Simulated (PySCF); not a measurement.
TPSS on Hf⁺ (hafnium, charge +1), [Xe] 4f14 5d1 6s2, 2D determinant. Calculation: PySCF 2.14, in aug-cc-pVDZ-PP with ECP60MDF (5s5p4d2f, 54 functions); scalar relativity through the core potential.

```
cycle= 1 E= -48.1787290905476  delta_E= -0.0114  |g|= 0.0412  |ddm|=  1.2
cycle= 2 E= -48.186815197071  delta_E= -0.00809  |g|= 0.0187  |ddm|= 0.505
cycle= 3 E= -48.18917762774  delta_E= -0.00236  |g|= 0.0165  |ddm|= 0.24
cycle= 4 E= -48.1892775131016  delta_E= -9.99e-05  |g|= 0.00676  |ddm|= 0.231
cycle= 5 E= -48.1893794031442  delta_E= -0.000102  |g|= 0.000342  |ddm|= 0.081
cycle= 6 E= -48.1893795844135  delta_E= -1.81e-07  |g|= 6.13e-05  |ddm|= 0.00161
cycle= 7 E= -48.1893795926273  delta_E= -8.21e-09  |g|= 8.78e-06  |ddm|= 0.000778
cycle= 8 E= -48.1893795926881  delta_E= -6.08e-11  |g|= 1.53e-06  |ddm|= 8.44e-05
converged SCF energy = -48.1893795926881  <S^2> = 1.4326961  2S+1 = 2.5943756
```

Highest occupied orbital energy: -11.068 eV; ⟨L²⟩ = 8.72; populations by l: s 3.55, p 6.00, d 1.45, f 0.00.

Question: Can this result be used?

Answer: Not for this state. Self-consistency was reached. ⟨L²⟩ = 8.72 against 6 for a pure D term, so this real determinant mixes terms. Energies and moments cover only the electrons outside the core potential. Spin-orbit coupling, absent here, splits the open shell strongly. ⟨S²⟩ = 1.43 against 0.75 shows spin contamination. The s, p, d and f populations moved away from the nominal configuration during the SCF.
